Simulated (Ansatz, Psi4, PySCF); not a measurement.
C2H7AlS (SMILES [CH3][Al]([CH3])[SH]), singlet, at a GFN2-xTB geometry (such geometries of metal compounds can be far from the true shape), atoms displaced at random by about 0.08 Å a coordinate. Base run: R2SCAN/6-31G, gradient in PySCF.

The PySCF input:
```python
from pyscf import gto, scf, dft

mol = gto.M(
    atom='''
Al   -0.29262871    0.24402270   -0.16053174
C    -2.09650260   -0.74292445   -0.46799214
H    -2.12439998   -1.58341002   -0.48632967
H    -2.47394004   -0.35720835   -1.54992385
H    -2.68681097   -0.52129171    0.25011403
C     0.22564770    2.31484138   -0.34197533
H     1.09749092    2.20177405   -1.08415690
H     0.55899384    2.51098680    0.61165200
H    -0.62401605    2.65199038   -0.74401413
S     1.28356277   -1.05850933    0.53358386
H     2.06961157   -0.08573238    0.75731565
''',
    basis='6-31g',
    verbose=4,
)

mf = dft.RKS(mol)
mf.xc = 'r2scan'
mf.kernel()
g = mf.nuc_grad_method()
grad = g.kernel()
```

Programs used: Ansatz (a program for electronic structure), Psi4, PySCF; a row that names a program was run with it.

The coordinate followed is z of atom 11.

The base run was repeated with changes; each row names its change, and settings that it needs were set with it.

```tsv
change	dE/dx (Eh/bohr)	net force (Eh/bohr)
base	-0.012994	0.000611
grids.level = 1; grid_response = off	-0.013021	0.004258
density fitting = on; auxbasis_response = off	-0.013004	0.000970
grids.level = 1; grid_response = on	-0.012954	0.000000
finite difference step (bohr) = 1e-5; conv_tol = 1e-11	-0.012995	-
code = psi4	-0.012976	0.000939
grids.level = 5; grid_response = off	-0.012990	0.000113
code = ansatz	-0.012989	0.000000
grid_response = on	-0.012995	0.000000
grids.level = 0; grid_response = off	-0.012994	0.026733
finite difference step (bohr) = 0.05; conv_tol = 1e-11	-0.012959	-
conv_tol = 1e-4	-0.012996	0.000612
```

The net force is zero for an exact gradient.
